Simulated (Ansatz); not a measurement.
Two isomers of C2H8GaNSi: A = `C=[CH][Ga]([NH2])[SiH3]`, B = `[CH3][GaH]/[N]=C\[SiH3]`.

Program: Ansatz. Geometries: PBE0-D4/def2-TZVP. ΔE: electronic, gas phase. CCSD(T)/CBS adds triple-zeta CCSD(T) − MP2 to the extrapolated MP2 energy (def2 sets, frozen cores). DFT in def2-TZVPP. For Ga outer-core shells are correlated without core-valence functions, which leaves a few kJ/mol of doubt a bond. Scalar relativity is left out up to krypton. Each species was taken in one conformer, which may not be the lowest.

**Question.** Which isomer does CCSD(T)/CBS put lower? Give the gap. (An estimate is asked.)

**Answer.** The calculation gave: A, by 79.3 kJ/mol.

**Question.** Give E(B) − E(A) in kJ/mol with r2SCAN-D4, MP2/def2-TZVPP, PBE-D4, B2PLYP, HF/def2-TZVPP, CCSD(T)/def2-TZVPP, CCSD/def2-TZVPP. (Best estimate.)

**Answer.** Computed: r2SCAN-D4 68.4, MP2/def2-TZVPP 73.8, PBE-D4 67.8, B2PLYP 67.7, HF/def2-TZVPP 69.3, CCSD(T)/def2-TZVPP 74.2, CCSD/def2-TZVPP 75.8. None reverses the order clearly.

Largest T1 diagnostic: 0.015.

From PBE to PBE0 (25 % exact exchange), in def2-TZVPP and without D4, E(B) − E(A) moves by +6.5 kJ/mol. In def2-TZVPP, CCSD(T) changes the Hartree–Fock value by +4.9 kJ/mol (the triples alone add −1.6 kJ/mol) and MP2 by +4.5 kJ/mol.
